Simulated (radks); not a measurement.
The numbers below are computed, except where a source is named.
N2-, configuration [He] 2s2 2p5. Code: a radial shooting solver on a logarithmic mesh with Libxc functionals. Model: scalar-relativistic Kohn-Sham, LB94 model potential, spin-unpolarised, spherical densities, finite nucleus; Fermi nuclear charge, rms radius 2.5582 fm; Watson sphere of charge +2 and radius 3.55 bohr.

Unscreened Slater integrals over Kohn-Sham orbitals (eV).

| integral | value |
|---|---|
| F0(2p,2p) | 13.246 |
| F2(2p,2p) | 5.3828 |
| F0(2p,2s) | 15.049 |
| G1(2p,2s) | 8.6006 |
| F0(2p,1s) | 21.007 |
| G1(2p,1s) | 1.8093 |
| F0(2s,2s) | 17.428 |
| F0(2s,1s) | 25.238 |
| G0(2s,1s) | 1.6201 |
| F0(1s,1s) | 112.33 |

Derived for the open shells (J is the average intra-shell exchange parameter used in DFT+U). 2p: J = F2/5 = 1.077 eV.
